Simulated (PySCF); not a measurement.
C3F8, SMILES FC(F)(F)C(F)(F)C(F)(F)F.

Geometry optimised at PBE0-D3(BJ)/def2-SVP.

Computed with PBE0-D3(BJ)/def2-SVP (PySCF).

No scaling factor is applied to the harmonic values.

```
mode  ν (cm⁻¹)  IR (km/mol)  moving atoms (share of kinetic energy)
----  --------  -----------  --------------------------------------
1           12          0.0                                  F 99 %
2           79          0.0                                  F 99 %
3          150          0.9                                  F 94 %
4          212          4.4                                  F 94 %
5          225          0.0                                  F 98 %
6          269          3.1                                  F 94 %
7          320          0.5                                  F 93 %
8          343          0.0                                  F 96 %
9          355          0.0                                  F 97 %
10         387          0.0                                  F 98 %
11         470          3.2                                  F 93 %
12         547          7.4                          F 89 %, C 11 %
13         555          9.4                           F 91 %, C 9 %
14         578          0.0                          F 90 %, C 10 %
15         635          1.1                          F 90 %, C 10 %
16         683          4.6                          F 86 %, C 14 %
17         748         57.4                          F 76 %, C 24 %
18         806          2.6                          F 90 %, C 10 %
19        1049        233.4                          C 61 %, F 39 %
20        1208        200.2                          C 67 %, F 33 %
21        1265         57.9                          C 75 %, F 25 %
22        1273        106.3                          C 78 %, F 22 %
23        1279          0.0                          C 77 %, F 23 %
24        1327        627.6                          C 76 %, F 24 %
25        1330        390.7                          C 78 %, F 22 %
26        1401        169.5                                  C 93 %
27        1426          6.2                          C 86 %, F 14 %
```
